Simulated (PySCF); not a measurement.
## Atomic charges by several schemes

Compound: C6H11NO.
Z-matrix (Å and degrees, GFN2-xTB geometry), rows numbered from 1:
```
C 
C   1  1.3196
C   2  1.4974  1  124.28
N   3  1.4486  2  111.56  1  -130.39
C   4  1.3546  3  122.66  2  -117.82
O   5  1.2117  4  122.53  3    -2.97
C   5  1.5219  4  113.87  3   176.44
C   7  1.5237  5  111.07  4   151.32
H   1  1.0764  2  122.07  3  -179.24
H   1  1.0780  2  121.61  3    -0.20
H   2  1.0819  1  120.89  3  -179.97
H   3  1.0956  2  110.49  1    -7.62
H   3  1.0957  2  110.06  1   112.77
H   4  1.0072  3  117.13  2    57.19
H   7  1.0938  5  107.05  4   -89.05
H   7  1.0916  5  110.15  4    28.21
H   8  1.0872  7  110.71  5   172.98
H   8  1.0875  7  110.35  5   -66.48
H   8  1.0866  7  109.52  5    52.52
```

Density: PBE0/pcSseg-1 (PySCF); schemes: Mulliken, IAO, Hirshfeld and ESP-fitted. Geometry: GFN2-xTB, one conformer, isolated molecule.

Do the Mulliken, IAO, Hirshfeld and ESP-fitted schemes agree on where the charge is lowest?

The schemes don't all agree: Mulliken N4 (-0.529); IAO O6 (-0.508); Hirshfeld O6 (-0.280); ESP-fitted N4 (-0.712).

Do the Mulliken, IAO, Hirshfeld and ESP-fitted schemes agree on where the charge is highest?

All schemes agree: Mulliken C5 (+0.449); IAO C5 (+0.429); Hirshfeld C5 (+0.176); ESP-fitted C5 (+0.654).

Give the atomic charges in each scheme.

In e:

| atom | environment | Mulliken | IAO | Hirshfeld | ESP-fitted |
| --- | --- | --- | --- | --- | --- |
| C1 | terminal =CH2 carbon | -0.148 | -0.322 | -0.104 | -0.485 |
| C2 | alkene CH carbon | -0.260 | -0.142 | -0.043 | -0.137 |
| C3 | sp3 carbon bound to nitrogen | +0.049 | -0.165 | -0.020 | +0.243 |
| N4 | amide nitrogen | -0.529 | -0.343 | -0.105 | -0.712 |
| C5 | amide carbonyl carbon | +0.449 | +0.429 | +0.176 | +0.654 |
| O6 | amide oxygen | -0.441 | -0.508 | -0.280 | -0.538 |
| C7 | sp3 carbon next to a carbonyl | -0.297 | -0.307 | -0.075 | -0.060 |
| C8 | methyl carbon | -0.264 | -0.415 | -0.119 | -0.163 |
| H9 | vinylic hydrogen | +0.120 | +0.155 | +0.048 | +0.198 |
| H10 | vinylic hydrogen | +0.111 | +0.144 | +0.045 | +0.191 |
| H11 | vinylic hydrogen | +0.104 | +0.149 | +0.045 | +0.142 |
| H12 | methylene hydrogen | +0.120 | +0.140 | +0.045 | +0.054 |
| H13 | methylene hydrogen | +0.161 | +0.183 | +0.049 | +0.055 |
| H14 | amide N–H hydrogen | +0.191 | +0.267 | +0.129 | +0.348 |
| H15 | methylene hydrogen | +0.151 | +0.156 | +0.048 | +0.038 |
| H16 | methylene hydrogen | +0.122 | +0.135 | +0.040 | +0.021 |
| H17 | methyl hydrogen | +0.111 | +0.140 | +0.041 | +0.052 |
| H18 | methyl hydrogen | +0.115 | +0.143 | +0.040 | +0.048 |
| H19 | methyl hydrogen | +0.136 | +0.160 | +0.041 | +0.052 |

Mean size of the charges over all atoms: IAO 0.232 e, ESP-fitted 0.221 e, Mulliken 0.204 e, Hirshfeld 0.079 e. Each set sums to the total charge, 0, to within 0.001 e. The ESP scheme is a least-squares fit of atom-centred charges to the potential on four shells outside the van der Waals surface, with the total charge fixed.

Sum the charges by element, for elements with more than one atom.

```tsv
element	atoms	Mulliken	IAO	Hirshfeld	ESP-fitted
C	6	-0.472	-0.921	-0.185	+0.051
H	11	+1.441	+1.772	+0.570	+1.199
```

How closely do the schemes follow one another over all atoms?

Correlation coefficient and root-mean-square difference: IAO with Hirshfeld 0.96, 0.166 e; Mulliken with IAO 0.93, 0.093 e; Mulliken with Hirshfeld 0.90, 0.158 e; Mulliken with ESP-fitted 0.88, 0.147 e; Hirshfeld with ESP-fitted 0.85, 0.228 e; IAO with ESP-fitted 0.82, 0.177 e.
